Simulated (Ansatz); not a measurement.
Total energies of `CN(C)c1ccc(-c2ccc(-c3ccc(-c4ccc(C#N)[se]4)[se]3)[se]2)[se]1` from Ansatz at PBE0-D4/def2-TZVP, gas phase (1 Eh = 27.2114 eV = 2625.5 kJ/mol). The reference geometry is relaxed at r2SCAN-D4/def2-SVP.

```xyz
39

C    -2.182   -5.962    3.307
N    -1.363   -5.188    4.213
C    -1.379   -5.503    5.627
C    -0.920   -3.953    3.841
C    -0.331   -2.974    4.637
C     0.062   -1.804    3.950
C    -0.196   -1.756    2.588
C     0.092   -0.699    1.667
C     0.727    0.514    1.929
C     0.873    1.381    0.829
C     0.376    0.928   -0.387
C     0.383    1.570   -1.662
C    -0.125    1.110   -2.874
C     0.032    1.972   -3.976
C     0.674    3.178   -3.724
C     0.975    4.243   -4.631
C     1.619    5.450   -4.367
C     1.782    6.316   -5.467
C     1.277    5.845   -6.670
C     1.295    6.485   -7.922
N     1.305    7.007   -8.969
Se    0.503    4.141   -6.454
Se    1.154    3.280   -1.897
Se   -0.380   -0.792   -0.157
Se   -1.041   -3.367    2.047
H    -3.197   -5.536    3.174
H    -2.279   -6.988    3.687
H    -1.701   -6.019    2.316
H    -0.380   -5.346    6.064
H    -2.103   -4.880    6.190
H    -1.646   -6.560    5.758
H    -0.187   -3.097    5.712
H     0.540   -0.967    4.467
H     1.085    0.771    2.928
H     1.357    2.358    0.919
H    -0.616    0.136   -2.957
H    -0.330    1.712   -4.976
H     1.975    5.703   -3.365
H     2.269    7.291   -5.396
```

```json
{"state": "charge 0 singlet", "geometry": "reference", "energy (Eh)": "-10446.33377"}
{"state": "charge 1 doublet", "geometry": "reference", "energy (Eh)": "-10446.10884"}
{"state": "charge -1 doublet", "geometry": "reference", "energy (Eh)": "-10446.39235"}
{"state": "free C atom (triplet)", "geometry": "–", "energy (Eh)": "-37.80537"}
{"state": "free N atom (quartet)", "geometry": "–", "energy (Eh)": "-54.54382"}
{"state": "free Se atom (triplet)", "geometry": "–", "energy (Eh)": "-2401.20505"}
{"state": "free H atom (doublet)", "geometry": "–", "energy (Eh)": "-0.50104"}
```

Single mean-field runs in def2-TZVP are fitted with def2-universal-jkfit.

Q: Work out the vertical ionisation energy to the doublet.

A: E(charge 1 doublet) − E(charge 0 singlet) = -10446.10884 − (-10446.33377) = 0.22493 Eh = 6.12 eV. For comparison, −ε of the highest occupied level is 5.08 eV at this level, 1.04 eV less.

Q: Work out the vertical electron affinity, to the doublet.

A: E(charge 0 singlet) − E(charge -1 doublet) = -10446.33377 − (-10446.39235) = 0.05858 Eh = 1.59 eV. The basis lacks diffuse functions, which makes affinities too small.

Q: Give the fundamental gap IE − EA, the Mulliken electronegativity (IE + EA)/2 and the hardness (IE − EA)/2.

A: From the values in Eh: IE − EA = 0.22493 − 0.05858 = 0.16635 Eh = 4.53 eV; (IE + EA)/2 = 3.86 eV; (IE − EA)/2 = 2.26 eV. The HOMO–LUMO gap of the same run is 2.51 eV, 2.02 eV smaller than the fundamental gap.

Q: What is the binding energy per atom against free atoms?

A: Atoms: 19 × (-37.80537) + 2 × (-54.54382) + 4 × (-2401.20505) + 14 × (-0.50104) = -10439.22443 Eh. Binding: -10439.22443 − (-10446.33377) = 7.10934 Eh = 193.46 eV, or 4.96 eV for each of 39 atoms (no zero-point energy, no counterpoise term).
